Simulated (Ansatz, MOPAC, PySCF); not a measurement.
Torsion H3–S1–Ge2–H4 in GeH2S (SMILES [SH][GeH]); at each angle all else is relaxed with GFN2-xTB, and the levels are single points there.
Geometry at 180° (charge 0, multiplicity 1):
```xyz
4

S     -1.012     0.593     0.438
Ge     0.999     0.486    -0.476
H     -1.527    -0.442    -0.223
H      1.458     1.763     0.412
```

On the grid 0° to 330°, 270° is the highest and 180° the lowest point at CCSD(T)/CBS(def2-TZVPP, def2-QZVPP).

Frozen-core correlation. Filled d and f shells under p-block atoms count as core. CBS(a, b) extrapolates the correlation energy as X⁻³ and adds the Hartree–Fock energy of set b. Rows in 3-21G, 6-31G*, STO-3G carry no dispersion term and start afresh at each structure (6-31G* with six Cartesian d functions); the Pople sets are all-electron and without relativity. The state that AM1, PM3, PM6, PM7 reach isn't checked; PM7 holds dispersion and hydrogen-bond terms.

Programs: Ansatz (a program for electronic structure); MOPAC for AM1, PM3, PM6, PM7 (differences of heats of formation); PySCF for 3-21G rows, 6-31G* rows, STO-3G rows, the dispersion terms. Each number belongs to the level named beside it.

Other levels give for the energy at 270° less that at 180°: PBE/def2-TZVPP 76.2; B3LYP/def2-TZVPP 72.7; B3LYP-D3(BJ)/def2-TZVPP 72.8; wB97M-V/def2-TZVPP 70.4; CCSD(T)/CBS(def2-TZVPP, def2-QZVPP) 68.0 kJ/mol.

Question: What do these common cheap choices give for the same quantity: AM1, PM3, PM6, PM7, HF/STO-3G, HF/3-21G, HF/6-31G*, B3LYP/3-21G?

Answer: AM1 33.3; PM3 49.3; PM6 41.8; PM7 28.8; HF/STO-3G 77.0; HF/3-21G 61.0; HF/6-31G* 66.0; B3LYP/3-21G 75.0 kJ/mol. They span 28.8 to 77.0 kJ/mol.
